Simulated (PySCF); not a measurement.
## Magnetic susceptibility: `InChI=1S/C4H7N3Si/c1-5-4-2-6-7(8)3-4/h2-3H,1H2,8H3`

Molfile (atoms numbered from 1):
```
C4H7N3Si
     RDKit          3D

 15 15  0  0  0  0  0  0  0  0999 V2000
   -3.2586    0.0619    0.3964 C   0  0  0  0  0  0  0  0  0  0  0  0
   -2.1794    0.3744    0.9642 N   0  0  0  0  0  0  0  0  0  0  0  0
   -0.9530    0.0313    0.4408 C   0  0  0  0  0  0  0  0  0  0  0  0
   -0.5734   -1.0038   -0.4563 C   0  0  0  0  0  0  0  0  0  0  0  0
    0.7212   -1.0007   -0.6470 N   0  0  0  0  0  0  0  0  0  0  0  0
    1.2251    0.0131    0.0821 N   0  0  0  0  0  0  0  0  0  0  0  0
    2.9630    0.2674   -0.0074 Si  0  0  0  0  0  4  0  0  0  0  0  0
    0.2437    0.6422    0.7617 C   0  0  0  0  0  0  0  0  0  0  0  0
   -3.3414   -0.4623   -0.5599 H   0  0  0  0  0  0  0  0  0  0  0  0
   -4.1818    0.3397    0.8835 H   0  0  0  0  0  0  0  0  0  0  0  0
   -1.1905   -1.7451   -0.9253 H   0  0  0  0  0  0  0  0  0  0  0  0
    3.2756    0.5276   -1.4084 H   0  0  0  0  0  0  0  0  0  0  0  0
    3.1962    1.4276    0.8511 H   0  0  0  0  0  0  0  0  0  0  0  0
    3.6004   -0.9452    0.4950 H   0  0  0  0  0  0  0  0  0  0  0  0
    0.4486    1.4799    1.3954 H   0  0  0  0  0  0  0  0  0  0  0  0
  1  2  2  0
  2  3  1  0
  3  4  1  0
  4  5  2  0
  5  6  1  0
  6  7  1  0
  6  8  1  0
  8  3  2  0
  1  9  1  0
  1 10  1  0
  4 11  1  0
  7 12  1  0
  7 13  1  0
  7 14  1  0
  8 15  1  0
M  END
```

Method: GIAO wB97X/MINI magnetisability, rotational g tensor and spin-rotation constants, non-relativistic, gas phase (PySCF 2.14.0). Geometry: GFN2-xTB.

Task: How diamagnetic is it, and how anisotropic?

Result: Isotropic -1346 × 10⁻³⁰ J/T², or -81.0 × 10⁻⁶ cm³/mol; principal values -1854, -1143, -1040 × 10⁻³⁰ J/T², anisotropy 768 × 10⁻³⁰ J/T² (root of half the summed squared differences of the principal values). The susceptibility is in cgs units.

Task: Split it along the inertial axes a, b, c into diamagnetic and paramagnetic parts about the centre of mass, with the quadrupole moment.

Result: 
```tsv
axis	χ (10⁻⁶ cm³/mol)	diamagnetic (10⁻⁶ cm³/mol)	paramagnetic (10⁻⁶ cm³/mol)	summed x² of all electrons (Å²)	quadrupole Θ (D Å)
a	-64.8	-307.7	242.9	317.4	+10.10
b	-66.9	-1421.6	1354.7	54.8	-4.29
c	-111.4	-1578.8	1467.4	17.7	-5.82
```
Anisotropies 2χaa − χbb − χcc = +48.8 and 2χbb − χaa − χcc = +42.3 × 10⁻⁶ cm³/mol. Θ is traceless in Buckingham's convention.

Task: And the rotational g tensor?

Result: 
```
axis  rotational constant (GHz)        g  nuclear part  electronic part
   a                     6.8150  -0.1666        0.6112          -0.7778
   b                     0.9143  -0.0178        0.5641          -0.5819
   c                     0.8176  +0.0015        0.5652          -0.5636
```
Asymmetric top; isotopes 12C, 1H, 14N, 28Si; no vibrational averaging.
